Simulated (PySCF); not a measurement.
**Correlation energy of Er⁺ (erbium, charge +1)**

[Xe] 4f12 6s1, one real determinant. Computed with PySCF 2.14 in cc-pVDZ-X2C, with scalar relativity by spin-free X2C-1e. Frozen: [Ar] 3d10; 39 electrons correlated.

MP2 pair energies summed by pair of shells (mhartree):

```
 pair   energy  share (%)
4f-4f  -445.64       35.4
4f-5p  -209.90       16.7
4d-4f  -194.04       15.4
5p-5p  -114.93        9.1
4d-4d   -47.40        3.8
4f-5s   -45.88        3.6
4p-4f   -39.57        3.1
4d-5p   -36.78        2.9
5s-5p   -28.15        2.2
4p-4d   -22.08        1.8
5p-6s   -16.91        1.3
4d-5s   -14.68        1.2
4f-6s    -8.74        0.7
4s-4f    -8.17        0.6
5s-5s    -5.69        0.5
4p-4p    -5.34        0.4
4s-4d    -4.67        0.4
4p-5p    -4.24        0.3
4s-4p    -2.35        0.2
4p-5s    -2.05        0.2
4d-6s    -0.85        0.1
5s-6s    -0.82        0.1
4s-4s    -0.46        0.0
4s-5p    -0.36        0.0
4s-5s    -0.19        0.0
4p-6s    -0.08        0.0
4s-6s    -0.01        0.0
```

Total MP2 correlation energy: -1260.0 mhartree.

Same-spin part -491.89 and opposite-spin part -768.10 mhartree; SCS-MP2 scales them by 1/3 and 6/5 to -1085.7 mhartree.

The reference is one real determinant that mixes LS terms of this configuration.

This basis was not built for core-valence correlation, so the inner-shell part is incomplete.
